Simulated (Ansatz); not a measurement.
Cost and result for the atomization energy of C$_{3}$H$_{7}$Al (`C1[CH2][AlH][CH2]1`) (11 atoms, 11 bonds).

```xyz
11

C     0.7366   -0.4858   -0.2404
C    -0.2213   -0.7843    0.9519
Al   -1.3572    0.5965    0.1604
C     0.3069    0.8945   -0.8221
H     0.6009   -1.2537   -1.0075
H     1.7924   -0.5128    0.0484
H    -0.4994   -1.8318    1.0708
H     0.2148   -0.4542    1.9018
H    -2.8555    1.1379    0.2267
H     0.3865    0.9848   -1.9058
H     0.8954    1.7089   -0.3842
```

Charge 0, multiplicity 1. Geometry: relaxed with PBE0-D4/def2-TZVP. Program: Ansatz. All runs use 2 threads of an Arm Neoverse V2 on a shared host. Times are those of one run each, without the atoms' runs, and a repeat can differ threefold. Electronic energies, without spin–orbit coupling; frozen cores. CCSD(T)/CBS adds CCSD(T) − MP2 in def2-TZVPP to the MP2 limit, and its time is that of the two runs behind it. T1 = 0.010. B3LYP takes the VWN-RPA correlation (the form of Gaussian; ORCA's B3LYP/G).

CCSD(T)/CBS is a level of theory with its own doubt, some kJ/mol a heavy atom from the limit and from the frozen cores, so smaller differences don't rank the functionals.

| level | functions | wall time | atomization (kJ/mol) | difference from CCSD(T)/CBS | per bond |
| --- | --- | --- | --- | --- | --- |
| LDA (SPW92)/def2-TZVPP | 233 | 1.6 s | 4560.6 | 529.2 | 48.1 |
| revPBE-D4/def2-TZVPP | 233 | 3 s | 4012.8 | -18.6 | -1.7 |
| PBE-D4/def2-TZVPP (with forces) | 233 | 3.4 s | 4095.8 | 64.4 | 5.9 |
| CCSD(T)/def2-SVP | 95 | 3.5 s | 3861.4 | -170.0 | -15.5 |
| BHLYP-D4/def2-TZVPP | 233 | 3.6 s | 3945.7 | -85.7 | -7.8 |
| CAM-B3LYP-D4/def2-TZVPP | 233 | 4 s | 4046.1 | 14.7 | 1.3 |
| B3LYP-D4/def2-TZVPP (with forces) | 233 | 6 s | 4028.2 | -3.2 | -0.3 |
| r2SCANh-D4/def2-TZVPP | 233 | 7 s | 4034.8 | 3.4 | 0.3 |
| ωB97X-V/def2-TZVPP | 233 | 11 s | 4045.4 | 14.0 | 1.3 |
| ωB97M-V/def2-TZVPP (with forces) | 233 | 15 s | 4048.3 | 16.9 | 1.5 |
| MP2/def2-QZVPP | 451 | 27 s | 4037.2 | 5.8 | 0.5 |
| CCSD(T)/def2-TZVPP | 233 | 6.2 min | 3942.8 | -88.6 | -8.1 |
| CCSD(T)/CBS(def2) | – | 6.7 min | 4031.4 | 0.0 | 0.0 |

The D4 term adds +31.6 kJ/mol with B3LYP and +16.3 kJ/mol with PBE0; it sums over pairs of atoms, weighted by their polarisabilities, and B3LYP, whose exchange is more repulsive, gets the larger term. In def2-TZVPP, CCSD(T) changes the Hartree–Fock value by +913.6 kJ/mol (the triples alone add +50.1 kJ/mol) and MP2 by +955.9 kJ/mol; breaking electron pairs costs correlation energy, which Hartree–Fock lacks. From PBE to PBE0 (25 % exact exchange), in def2-TZVPP and without D4, the atomization energy moves by −36.2 kJ/mol: exact exchange takes away binding that semilocal exchange gives to molecules.
